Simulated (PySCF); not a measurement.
This PySCF input asks for the NMR shieldings of `InChI=1S/C6H12B2FN/c1-5(2)8(9)10(7)6-3-4-6/h6H,1,3-4,7H2,2H3`; the geometry comes from GFN2-xTB.

```python
import basis_set_exchange as bse
import numpy as np
from pyscf import gto, dft
from pyscf.prop import nmr

atoms = """
B     0.118860   -1.598488    0.911250
N     0.496086   -0.563878    0.031139
B    -0.414562    0.357431   -0.573304
F     0.120205    1.355990   -1.285630
C    -1.984650    0.292448   -0.514700
C    -2.673764   -0.813442   -0.778741
C    -2.699251    1.589956   -0.243679
C     1.892856   -0.406847   -0.329423
C     2.644031    0.819988    0.095230
C     2.969375   -0.509816    0.705350
H    -0.986290   -1.654640    1.281509
H     0.921014   -2.374127    1.261653
H    -3.753143   -0.824049   -0.796226
H    -2.184797   -1.747334   -0.997471
H    -2.482139    1.931171    0.768230
H    -2.345790    2.356605   -0.931405
H    -3.775464    1.478198   -0.353983
H     2.110855   -0.797784   -1.318705
H     2.118924    1.537111    0.707008
H     3.335869    1.265893   -0.602216
H     3.892761   -0.998483    0.434084
H     2.668603   -0.676518    1.727612
"""
names = dict.fromkeys(["B", "N", "F", "C", "H"], "pcSseg-1")
basis = {el: gto.basis.parse(bse.get_basis(n, elements=[el], fmt="nwchem")) for el, n in names.items()}
mol = gto.M(atom=atoms, basis=basis, charge=0, verbose=0)
mf = dft.RKS(mol, xc="PBE0")
mf.grids.level = 2
mf.grids.alignment = dft.numint.BLKSIZE   # the property module wants whole blocks of grid points
mf.conv_tol = 1e-9
mf.kernel()

calc = nmr.RKS(mf)   # GIAO
C = mf.mo_coeff
Co = C[:, mf.mo_occ > 0]
resp = mf.gen_response(singlet=True, hermi=2)
def vind(x):   # induced exchange potential for any number of trial vectors
    d = np.einsum("pi,xij,qj->xpq", C, 2 * x.reshape(-1, C.shape[1], Co.shape[1]), Co, optimize=True)
    return np.einsum("xpq,pi,qj->xij", resp(d - d.transpose(0, 2, 1)), C, Co, optimize=True).ravel()
mo1, _ = nmr.rhf.solve_mo1(calc, with_cphf=vind)
sigma = calc.kernel(mo1)
for i, s in enumerate(sigma):   # ppm
    w = np.linalg.eigvalsh((s + s.T) / 2)
    print("%2d %-2s iso %8.1f  s11 %8.1f  s22 %8.1f  s33 %8.1f" % (i, mol.atom_pure_symbol(i), w.mean(), *w))
```

Question: What does it print?

Answer: 
```
 0 B  iso     49.5  s11     10.1  s22     21.6  s33    116.7
 1 N  iso     79.9  s11    -33.2  s22     44.1  s33    228.9
 2 B  iso     64.6  s11     33.9  s22     74.1  s33     85.7
 3 F  iso    246.0  s11    106.9  s22    193.0  s33    438.0
 4 C  iso     36.1  s11    -79.6  s22     17.3  s33    170.8
 5 C  iso     48.5  s11    -64.4  s22     62.8  s33    147.1
 6 C  iso    161.1  s11    146.7  s22    150.8  s33    185.7
 7 C  iso    151.3  s11    110.6  s22    134.3  s33    208.8
 8 C  iso    175.4  s11    141.4  s22    174.7  s33    210.2
 9 C  iso    176.4  s11    143.4  s22    177.3  s33    208.7
10 H  iso     26.0  s11     23.1  s22     25.8  s33     29.3
11 H  iso     26.1  s11     22.5  s22     25.5  s33     30.2
12 H  iso     25.6  s11     22.6  s22     25.3  s33     28.9
13 H  iso     26.3  s11     22.2  s22     25.6  s33     31.2
14 H  iso     29.8  s11     26.1  s22     28.5  s33     34.9
15 H  iso     29.3  s11     24.7  s22     29.3  s33     33.9
16 H  iso     29.9  s11     26.3  s22     28.4  s33     34.9
17 H  iso     28.8  s11     22.5  s22     27.3  s33     36.6
18 H  iso     31.3  s11     27.1  s22     28.3  s33     38.4
19 H  iso     30.8  s11     25.6  s22     26.5  s33     40.3
20 H  iso     30.9  s11     25.3  s22     26.6  s33     40.7
21 H  iso     31.1  s11     26.2  s22     28.5  s33     38.8
```

These numbers come from an equivalent density-fitted implementation of the same equations, which agrees with the script to about 0.01 ppm for H and up to a few tenths of a ppm for heavy atoms, so last digits may differ.

Size and cost of the density-fitted run: 230 basis functions, 110 s wall time on 1 thread of an Arm Neoverse N1, shared host; peak memory 1.1 GiB.
